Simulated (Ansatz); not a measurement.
The same ligand exchange along the group B, Al, In.

Program: Ansatz. Geometries: PBE0-D4/def2-TZVP. ΔE: electronic, gas phase. CBS: MP2 limit from def2 TZ/QZ plus the TZ coupled-cluster correction, frozen cores. This one scheme is used for every species. Elements past krypton have def2 core potentials. For In outer-core shells are correlated without core-valence functions, which leaves a few kJ/mol of doubt a bond. One conformer a species, not always the lowest.

| reaction | CCSD/CBS(def2) (kJ/mol) |
| --- | --- |
| `OBCl` + CH₃OH → `COBCl` + H₂O | -5 |
| `[OH][AlH][Cl]` + CH₃OH → `C[O][AlH][Cl]` + H₂O | 0 |
| `[OH][InH][Cl]` + CH₃OH → `C[O][InH][Cl]` + H₂O | 2 |

Question: Give the CCSD(T)/CBS values in the same order. (An estimate is asked.)

Answer: Ansatz gave: -5, 0, 1 kJ/mol.

Largest T1 diagnostic: 0.016, for `C[O][InH][Cl]`.
